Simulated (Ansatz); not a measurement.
Geometry optimisation, DFT PBE-D3(BJ), scalar-relativistic, plane waves, PAW (Ansatz 0.2.0).

Input file:

```yaml
crystal:
  lattice:
    - [8.574886, 0.0, 0.0]
    - [0.0, 8.574886, 0.0]
    - [0.0, 0.0, 8.574886]
  atoms:
    - { symbol: O, position: [0.2842588, 0.965209, 0.1765256] }
    - { symbol: C, position: [0.3499998, 0.9522591, 0.2965555] }
    - { symbol: S, position: [0.4372992, 0.9350626, 0.4559468] }
    - { symbol: C, position: [0.9333865, 0.8148478, 0.8306606] }
    - { symbol: O, position: [0.9329632, 0.6489056, 0.830541] }
    - { symbol: H, position: [0.8115112, 0.8507744, 0.8300247] }
    - { symbol: H, position: [1.0408257, 0.6148211, 0.8311021] }
    - { symbol: H, position: [0.989421, 0.8631421, 0.9349984] }
    - { symbol: H, position: [0.9905495, 0.8632891, 0.7270053] }
    - { symbol: C, position: [1.0188944, 0.4494024, 0.5467669] }
    - { symbol: O, position: [0.8571116, 0.4780078, 0.570113] }
    - { symbol: H, position: [1.080389, 0.5467707, 0.6004561] }
    - { symbol: H, position: [0.8004549, 0.3922241, 0.522916] }
    - { symbol: H, position: [1.0575827, 0.3411035, 0.6027416] }
    - { symbol: H, position: [1.0500051, 0.4451198, 0.4227816] }
    - { symbol: C, position: [0.3505204, 0.7373899, 0.8811035] }
    - { symbol: O, position: [0.3528163, 0.5738462, 0.8530826] }
    - { symbol: H, position: [0.3615947, 0.7931525, 0.76747] }
    - { symbol: H, position: [0.3430464, 0.5222385, 0.9532703] }
    - { symbol: H, position: [0.2409739, 0.7758873, 0.9347328] }
    - { symbol: H, position: [0.4480127, 0.7753794, 0.9546607] }
    - { symbol: C, position: [0.3958413, 0.3940422, 0.3960945] }
    - { symbol: O, position: [0.5039018, 0.4191217, 0.2726809] }
    - { symbol: H, position: [0.2885171, 0.3531951, 0.3417094] }
    - { symbol: H, position: [0.6003806, 0.45562, 0.3191149] }
    - { symbol: H, position: [0.4361179, 0.3048763, 0.4784706] }
    - { symbol: H, position: [0.3702957, 0.5013873, 0.460771] }
    - { symbol: C, position: [0.7861579, 0.8248714, 0.2274696] }
    - { symbol: O, position: [0.8074319, 0.6617807, 0.2054283] }
    - { symbol: H, position: [0.6624416, 0.8417946, 0.2509765] }
    - { symbol: H, position: [0.917223, 0.6445549, 0.1843193] }
    - { symbol: H, position: [0.8528923, 0.8694797, 0.3270448] }
    - { symbol: H, position: [0.8173275, 0.8923635, 0.1233934] }
    - { symbol: C, position: [-0.0177016, 0.1336065, 0.9790385] }
    - { symbol: O, position: [0.0482108, 0.2855695, 0.9890274] }
    - { symbol: H, position: [-0.139546, 0.1496836, 0.9467866] }
    - { symbol: H, position: [0.1569601, 0.2734343, 1.0177103] }
    - { symbol: H, position: [0.0389063, 0.0619655, 0.8894745] }
    - { symbol: H, position: [-0.0131109, 0.0713041, 1.0906446] }
basis:
  ecutwfc: 420.0
kpoints:
  mp_grid: { grid: [1, 1, 1] }
hamiltonian:
  xc: pbe
  dispersion: d3bj
scf:
  occupations: { method: fermi_dirac, width: 0.05 }
  lower_state_search: "off"
relax:
  f_tol: 0.3
  max_steps: 15
  adjacent_minimum: "off"
output:
  write_density: true
  write_potential: true
  elf: true
  volumetric_format: npy
```

Launched with:

```bash
$ ansatz run input.yaml --threads 1 --pin off --max-ram 3072MiB --backend cpu --events-out ev --progress --plain --runs-dir out
```

Question: Where does it end, and by what steps?

Answer: The run converged. The threshold is loose, so the end isn't yet a minimum. The force dipped under the threshold on the way, but the program's further checks kept it going. Limits of this set-up: coarse k mesh. After 11 steps the energy has fallen by 1.821 eV; H25 moved furthest, 1.45 Å.

| step | energy less start (eV) | largest force component (eV/Å) | accepted |
| --- | --- | --- | --- |
| 0 | 0.0000 | 0.777 | yes |
| 1 | -0.3001 | 0.359 | yes |
| 2 | -0.5116 | 1.248 | yes |
| 3 | -0.7064 | 0.783 | yes |
| 4 | -0.8902 | 0.527 | yes |
| 5 | -1.0613 | 0.407 | yes |
| 6 | -1.2636 | 0.356 | yes |
| 7 | -1.4460 | 0.305 | yes |
| 8 | -1.6010 | 0.270 | yes |
| 9 | -1.7161 | 0.286 | yes |
| 10 | -1.7771 | 0.187 | yes |
| 11 | -1.8206 | 0.242 | yes |

```xyz
39
Lattice="8.5749 0.0000 0.0000 0.0000 8.5749 0.0000 0.0000 0.0000 8.5749" Properties=species:S:1:pos:R:3
O 2.444 8.921 1.912
C 2.836 8.457 2.911
S 3.364 7.834 4.246
C 8.153 6.429 7.241
O 8.237 5.266 8.057
H 7.092 6.640 7.059
H 9.194 5.064 8.195
H 8.612 7.310 7.726
H 8.640 6.272 6.264
C 8.569 3.727 4.378
O 7.162 3.929 4.543
H 9.085 4.347 5.134
H 6.731 3.666 3.712
H 8.857 2.668 4.557
H 8.908 4.024 3.369
C 3.113 6.302 7.861
O 2.395 5.097 8.111
H 2.853 6.647 6.851
H 2.849 4.650 8.864
H 2.848 7.103 8.576
H 4.203 6.137 7.908
C 3.655 3.771 2.853
O 3.954 4.035 1.486
H 2.650 3.331 2.900
H 4.863 4.449 1.423
H 4.369 3.052 3.291
H 3.659 4.686 3.469
C 6.586 6.456 2.042
O 6.398 5.188 1.418
H 5.711 6.665 2.672
H 7.098 5.103 0.703
H 7.482 6.457 2.685
H 6.680 7.265 1.297
C -0.057 1.870 8.541
O 0.793 2.697 9.342
H -0.977 2.438 8.356
H 1.642 2.238 9.429
H 0.398 1.630 7.563
H -0.313 0.923 9.056
```

Time of the run: 52 s on 1 thread of AMD EPYC 7B13 (Zen 3), on a shared host, peak memory 0.62 GiB.
